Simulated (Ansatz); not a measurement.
Worked example: CHBr2I + CClF2 → CHBrI + CBrClF2

Species: CHBr2I (dibromoiodomethane) `BrC(Br)I`, singlet; CClF2 `F[C](F)Cl`, doublet; CHBrI `Br[CH]I`, doublet; CBrClF2 `FC(F)(Cl)Br`, singlet. A radical takes Br: the energy is the difference in strength between two C–Br bonds in different surroundings.

Shapes, held fixed at every level: PBE0-D4/def2-TZVP. Programs: Ansatz 0.2.0. The zero-point and thermal change to 298 K, harmonic and unscaled (PBE0-D4/def2-TZVP), is -3.6 kJ/mol.

At CCSD(T)/def2-TZVPP; 1 Eh = 2625.50 kJ/mol:

```
species   energy (Eh)
 CHBr2I  -5481.173576
  CClF2   -697.167857
  CHBrI  -2908.412620
CBrClF2  -3269.936163
```

Task: Work out ΔH(298 K) of the reaction at this level.

Result: 
1. Products less reactants: (-2908.412620) + (-3269.936163) − [(-5481.173576) + (-697.167857)] = -0.007350 Eh = -19.3 kJ/mol.
2. With the thermal change: -19.3 + (-3.6) = -22.9 kJ/mol.

Other levels give -27.9 (wB97M-V/def2-TZVPP) to -20.8 kJ/mol (BHLYP-D4/def2-TZVPP). No measured value is set beside it here. Spin contamination: CHBrI (⟨S²⟩ up to 0.78). Open shells run unrestricted. For atoms past krypton def2 sets carry core potentials with scalar relativity. Relativity is left out for Br. Outer-core shells of Br, I are correlated, in sets that cover them unevenly.
